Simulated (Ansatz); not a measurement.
Gas-phase electronic energies from Ansatz, PBE0-D4/def2-TZVP geometries. CBS: def2 TZ/QZ extrapolation, frozen cores. Triplets are unrestricted, without spin–orbit coupling. Each species was taken in one conformer, which may not be the lowest.

`C[O][AlH][NH2]` → `[CH2]` (triplet) + `[NH2][AlH][OH]`  (formal loss of a carbene)

| species | SCS-MP2/def2-QZVPP energy (Eh) |
| --- | --- |
| `C[O][AlH][NH2]` | -413.53763 |
| `[CH2]` (triplet) | -39.06703 |
| `[NH2][AlH][OH]` | -374.32454 |

(1) Work out ΔE.

Largest T1 diagnostic among the species: 0.011.

## Answers

(1) ΔE = (-39.06703) + (-374.32454) − (-413.53763) = 0.14606 Eh = +91.7 kcal/mol. CCSD(T)/CBS gives +88.7 kcal/mol.

From PBE to PBE0 (25 % exact exchange), in def2-TZVPP and without D4, ΔE moves by −2.1 kcal/mol. In def2-TZVPP, CCSD(T) changes the Hartree–Fock value by +29.3 kcal/mol (the triples alone add +2.4 kcal/mol) and MP2 by +31.0 kcal/mol. Leaving LDA and LC-ωPBE aside and taking each functional with its dispersion term where it has one, the values, not all of them listed here, spread over 9.7 kcal/mol, from r2SCAN0-D4 to ωB97X-V. LDA lies +16.6 kcal/mol from PBE without D4.
